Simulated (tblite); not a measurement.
C₅H₄F₂.
Atom-mapped SMILES: `[F:1]/[CH:2]=[C:3](\[F:4])[C:5]1=[CH:6][CH2:7]1` (hydrogens: H8 on C2; H9 on C6; H10, H11 on C7)

Computed geometry: GFN2-xTB, gas phase.

Q: What internal coordinates does the optimisation give?

A: 
```csv
bond,length (Å)
F1–C2,1.334
C2=C3,1.338
C3–F4,1.349
C3–C5,1.416
C5=C6,1.309
C6–C7,1.498
C5–C7,1.501
C2–H8,1.078
C6–H9,1.061
"C7–H10, C7–H11",1.084
```

Bonds in one row agree within 0.01 Å and their mean is given. A selection of angles:
```csv
angle,degrees
F1–C2–C3,123.3
F1–C2–H8,113.8
C3–C2–H8,122.9
C2–C3–F4,120.9
C2–C3–C5,123.1
F4–C3–C5,116.0
C3–C5–C6,151.7
C3–C5–C7,144.3
C6–C5–C7,64.0
C5–C6–C7,64.2
C5–C6–H9,150.6
C7–C6–H9,145.2
C6–C7–H10,119.5
C5–C7–C6,51.8
C5–C7–H10,119.4
H10–C7–H11,113.7
```

Torsions: F1–C2–C3–F4 0° (synperiplanar); C2–C3–C5–C6 180° (antiperiplanar); C3–C5–C6–C7 180° (antiperiplanar); C3–C5–C7–C6 180° (antiperiplanar).

The 5 C–C bonds span 1.309 Å (C5=C6, drawn double) to 1.501 Å (C5–C7, drawn single), a spread of 0.192 Å. The 3-membered ring C5–C6–C7 has internal angles of 51.8° to 64.2°. The 7 heavy atoms lie in one plane (0.001 Å rms).

Point group: Cs (every atom within 0.08 Å of its image). Its GFN2-xTB frequencies are all real (lowest 94 cm⁻¹). The numbers are those of one conformer.

The run took 0.14 s on Arm Neoverse N1, one thread, shared host with 64 logical CPUs at a one-minute load of 61. That covers the optimisation of the geometry.
